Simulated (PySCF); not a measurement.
# Radial density of Ce⁺ (cerium, charge +1)

BLYP, [Xe] 5d3, high-spin 4F determinant (an excited configuration). Computed with PySCF 2.14 in ANO-RCC-VTZP, with the spin-free X2C one-electron Hamiltonian (Gaussian nucleus).

| r (bohr) | 4πr²ρ (e/bohr) | 4πr²(ρα − ρβ) |
| --- | --- | --- |
| 0.0205 | 74.68 | -0.0011 |
| 0.0346 | 66.56 | -0.0016 |
| 0.0581 | 91.00 | 0.0054 |
| 0.0978 | 90.70 | 0.0533 |
| 0.164 | 76.99 | 0.0972 |
| 0.277 | 70.06 | 0.0031 |
| 0.465 | 31.24 | 0.1757 |
| 0.783 | 26.11 | 0.0693 |
| 1.32 | 9.026 | 0.4867 |
| 2.21 | 4.032 | 1.3768 |
| 3.72 | 0.5490 | 0.4625 |
| 6.26 | 0.03621 | 0.0360 |
| 10.5 | 5.779e-05 | 0.0000 |

Densities and radii are taken from the X2C orbitals without a picture-change correction, which distorts them close to the nucleus.

Spin-orbit coupling, absent here, splits the open shell strongly.
